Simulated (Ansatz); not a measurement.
Input file for C₃H₇AlF₂O (`CC(C)[O][Al]([F])[F]`):

```yaml
crystal:
  periodic: [false, false, false]
  atoms:
    - {symbol: C, position_ang: [-0.402072, -1.299729, 0.734153]}
    - {symbol: C, position_ang: [0.645499, -0.262089, 0.383311]}
    - {symbol: C, position_ang: [1.059010, -0.335052, -1.072993]}
    - {symbol: O, position_ang: [0.182674, 1.035336, 0.701225]}
    - {symbol: Al, position_ang: [-1.079922, 2.000652, 0.205213]}
    - {symbol: F, position_ang: [-2.176271, 1.525531, -0.918809]}
    - {symbol: F, position_ang: [-1.254148, 3.491281, 0.853622]}
    - {symbol: H, position_ang: [-0.021980, -2.310046, 0.565741]}
    - {symbol: H, position_ang: [-0.689103, -1.214106, 1.784212]}
    - {symbol: H, position_ang: [-1.294243, -1.167059, 0.113531]}
    - {symbol: H, position_ang: [1.530404, -0.429090, 1.009501]}
    - {symbol: H, position_ang: [1.802739, 0.431924, -1.298620]}
    - {symbol: H, position_ang: [1.492710, -1.310139, -1.306840]}
    - {symbol: H, position_ang: [0.191702, -0.186613, -1.724544]}
basis:
  gaussian: {orbitals: def2-SVP}
correlation: {method: ccsd_t}
```

```sh
$ ansatz run in.yaml --threads 4 --pin off --events-out ev --progress --plain --max-ram 11315MiB
```

The program prints (abridged):

```
Functional definition: HF
1340 factors; integrals over basis functions are off by at most 1.3e-3 eV
mean field evaluation 1: about -17224.0126 eV, gradient 5.1e1 eV
mean field evaluation 2: about -17224.1288 eV, gradient 5.1e1 eV
mean field evaluation 4: about -17229.3266 eV, gradient 3.9e0 eV
mean field evaluation 8: about -17229.3850 eV, gradient 2.8e-1 eV
mean field -17229.38528688 eV, -633.1682307960 hartree, gradient 1.5e-6 eV, S^2 0.000000; 0 other end points of the search recorded, 0 dependent functions left out
11 core orbitals not correlated: weight in the atoms' cores, before any rotation towards them, 1.000 or more for the frozen orbitals, at most 0.000 for the correlated occupied ones
reference -17229.38528688 eV, -633.1682307960 hartree; 21, 21 occupied and 105, 105 virtual orbitals, 1340 factors
second order -28.36013322 eV of doubles, -0.00000000 eV of singles
cycle   1  -28.89384109 eV  change   -5.3e-1 eV  update   1.2e-1
cycle   2  -29.50633637 eV  change   -6.1e-1 eV  update   3.3e-2
cycle   3  -29.68233554 eV  change   -1.8e-1 eV  update   1.8e-2
cycle   4  -29.67791763 eV  change    4.4e-3 eV  update   3.7e-3
cycle   5  -29.67570342 eV  change    2.2e-3 eV  update   1.5e-3
cycle   6  -29.67607686 eV  change   -3.7e-4 eV  update   4.4e-4
cycle   7  -29.67585538 eV  change    2.2e-4 eV  update   1.5e-4
cycle   8  -29.67576948 eV  change    8.6e-5 eV  update   5.2e-5
cycle   9  -29.67578658 eV  change   -1.7e-5 eV  update   1.8e-5
perturbative correction -0.65429923 eV, -0.0240450534 hartree
Total energy: -17259.71537269 eV, -634.2828408910 hartree
```

Run time 26 s (4 threads of an Arm Neoverse V2 on a shared host); peak host memory 1.1 GiB.

MP2 recovers 93.5 % of the CCSD(T) correlation energy and the triples give 2.2 %; T1 = 0.0117.
